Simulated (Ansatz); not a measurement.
Z-matrix (Å, degrees):
```
C
Bi 1 2.220
H 1 1.091 2 110.1
H 1 1.090 2 106.2 3 119.2
H 1 1.091 2 110.0 3 -121.6
F 2 2.010 1 92.2 3 -168.3
F 2 2.010 1 92.2 3 -72.2
```

Charge 0, multiplicity 1. Bi takes the def2 core potential.

**Question.** List the B3LYP/def2-TZVPP orbital energies in eV (Ansatz). (Estimate.)

**Answer.** The calculation gave: Occupied: -670.19, -670.19, -277.05, -163.75, -102.09, -102.07, -101.89, -31.69, -31.22, -30.09, -29.95, -29.92, -29.40, -28.74, -19.50, -16.34, -11.83, -11.68, -11.23, -10.94, -10.66, -10.28, -10.16, -9.96, -7.68. Lowest empty: -1.63, -1.48, -0.07, 1.42, 2.48, 2.76, 3.56, 4.09.

B3LYP here is the variant with VWN-RPA as its local correlation; programs differ in this.
